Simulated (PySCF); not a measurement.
TeHI, SMILES [TeH]I.

The structure is a stationary point at PBE0-D3(BJ)/def2-TZVP. The def2 effective core potentials stand for the cores of I, Te; spin–orbit coupling is left out.

Vertical ionisation energy (IE) and electron affinity (EA) in eV. Rows of orbital energies are one-electron estimates. Where ΔSCF, EOM or ADC give a negative EA the extra electron is unbound and the value depends on the basis.

```json
[
 {"level": "−ε(HOMO), −ε(LUMO), M06-2X/def2-TZVPD (PySCF)", "IE": "…", "EA": "…"},
 {"level": "−ε(HOMO), −ε(LUMO), HF/def2-TZVPD (PySCF)", "IE": "8.72", "EA": "-0.04"}
]
```

Question: What belongs in the gaps? (The exact figures need the calculation; the answer reports its results.)

Answer: 
- −ε(HOMO), −ε(LUMO), M06-2X/def2-TZVPD (PySCF), IE: 7.55
- −ε(HOMO), −ε(LUMO), M06-2X/def2-TZVPD (PySCF), EA: 2.03
